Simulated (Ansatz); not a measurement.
A series at Si: from `[Cl][GeH2][NH][SiH](Cl)Cl`, ligands are replaced one by one, each step taking up H₂ and setting free HCl; n counts the steps. Ansatz, PBE0-D4/def2-TZVP geometries. Each molecule was computed in one conformer, which needn't be the lowest.

CBS adds triple-zeta CCSD(T) − MP2 to the MP2 limit, frozen cores; atoms without spin–orbit coupling. Outer-core shells of Ge are correlated without core-valence functions. Scalar relativity is left out up to krypton. Spin–orbit coupling is left out.

| n | molecule | atomization energy, CCSD(T)/CBS (kJ/mol) |
| --- | --- | --- |
| 0 | `[Cl][GeH2][NH][SiH](Cl)Cl` | 3167.0 |
| 1 | `Cl[SiH2][NH][GeH2][Cl]` | 3094.1 |
| 2 | `Cl[SiH2][NH][GeH3]` | ? |
| 3 | `[SiH3][NH][GeH3]` | 2953.8 |

Problem. By hand: fit a straight line y = ȳ + b (n − n̄) to the 3 given rows and predict n = 2.

Solution. n̄ = 1.333, ȳ = 3071.63; Σ(n − n̄)(y − ȳ) = -331.03, Σ(n − n̄)² = 4.667, so b = -70.93 kJ/mol a step. Prediction: 3071.63 + (-70.93) × (0.667) = 3024.3 kJ/mol.

Problem. By hand: compare with the computed value, 3040.5 kJ/mol, and give the steps along the whole series.

Solution. The line misses by 16.2 kJ/mol (computed minus predicted). Steps: -72.9, -53.6, -86.7 kJ/mol.

The steps differ by up to 33.1 kJ/mol without a steady trend. The miss is 7.6 % of the series' range. The energies themselves are unsure by some kJ/mol a bond, though much of that is common to the series.
